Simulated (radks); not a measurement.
Values are calculated unless marked as measured or tabulated.
Radial electron density D(r) = 4 pi r^2 rho(r) of an atom or ion with 21 electrons. Code: a radial shooting solver on a logarithmic mesh with Libxc functionals. Model: Dirac Kohn-Sham, exchange-only PBE, spin-unpolarised, spherical densities, point nucleus.

r (bohr),D(r) (e/bohr)
0.006584,4.445
0.007423,5.397
0.00837,6.517
0.009437,7.824
0.01064,9.329
0.0119,10.92
0.01342,12.82
0.01513,14.91
0.01706,17.15
0.01923,19.49
0.02169,21.87
0.02426,24.02
0.02735,26.13
0.03083,27.93
0.03477,29.26
0.0392,30.01
0.04384,30.11
0.04943,29.58
0.05574,28.47
0.06284,26.97
0.07085,25.37
0.07989,24.03
0.08936,23.35
0.1007,23.49
0.1136,24.65
0.1281,26.70
0.1444,29.23
0.1628,31.59
0.1821,33.00
0.2053,33.05
0.2315,31.26
0.261,27.75
0.2943,23.11
0.3292,18.59
0.3712,14.52
0.4185,11.99
0.4718,11.24
0.532,11.92
0.5998,13.22
0.6709,14.17
0.7564,14.24
0.8529,13.10
0.9616,10.97
1.084,8.354
1.222,5.784
1.367,3.770
1.542,2.179
1.738,1.151
1.96,0.5558
2.21,0.2450
2.491,0.09774
2.787,0.03741
3.142,0.01174
3.543,0.003133

What is the nuclear charge?

Answer. Z = 25. The innermost maximum, from 1s, lies near gamma/Z bohr with gamma = sqrt(1 - (Z/c)^2) = 0.983, here 0.0393 bohr (found: 0.0425), and its height grows with Z. The density is that of the manganese ion Mn4+ in [Ar] 3d3; the configuration itself is not fixed sharply by these data, and Z only to about a unit. D(r) has 3 maxima, at r = 0.0425, 0.194, 0.721 bohr, and minima at 0.0930, 0.468 bohr, inside which lie 2.12, 10.56 electrons.
